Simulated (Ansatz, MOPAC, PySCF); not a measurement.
Pair of molecules: CH2O (SMILES C=O) (first 4 atoms) with CH6Si (SMILES C[SiH3]); geometry from B3LYP-D3(BJ)/def2-TZVP, rigid monomers moved along the line of their centres of mass till O2···Si6 is 3.78 Å.
(charge 0, multiplicity 1):
```xyz
12

C      0.1719     0.2339    -0.2802
O     -0.8160    -0.0347     0.3457
H      1.1505     0.3876     0.2113
H      0.1531     0.3413    -1.3812
C     -1.3964    -0.5643     4.2151
Si     0.3933    -0.0966     3.9275
H     -1.4700    -1.5459     4.6871
H     -1.9312    -0.5945     3.2659
H     -1.8869     0.1605     4.8676
H      1.1313    -0.0515     5.2164
H      0.5142     1.2412     3.2979
H      1.0814    -1.0805     3.0557
```

Counterpoise-corrected where a basis set is named; no monomer relaxation. Rows marked so take none.

Cores are frozen in the correlated methods. Rows in 3-21G, 6-31G* carry no dispersion term and start afresh at each structure (6-31G* with six Cartesian d functions). MP2/6-31G* freezes PySCF's default core. The state reached by AM1 isn't checked.

Run with Ansatz (an electronic-structure program) with Gaussian orbitals; MOPAC for AM1 (differences of heats of formation); PySCF for 3-21G rows, 6-31G* rows, the dispersion terms. Values without a source in brackets are computed.

| level | interaction energy (kcal/mol) |
|---|---|
| AM1 | 0.08 |
| HF/6-31G* (no counterpoise) | -1.72 |
| PBE/def2-TZVPPD | -1.24 |
| PBE-D3(BJ)/def2-TZVPPD | -2.07 |
| B3LYP/3-21G (no counterpoise) | -3.58 |
| PBE0-D4/def2-TZVPPD | -1.96 |
| MP2/6-31G* (no counterpoise) | -2.64 |
| CCSD/aug-cc-pV(D+d)Z | (withheld) |
| CCSD(T)/aug-cc-pV(D+d)Z | (withheld) |

**Question.** Fill in the missing entries.

**Answer.** 
- CCSD/aug-cc-pV(D+d)Z, interaction energy (kcal/mol): -1.65
- CCSD(T)/aug-cc-pV(D+d)Z, interaction energy (kcal/mol): -1.79
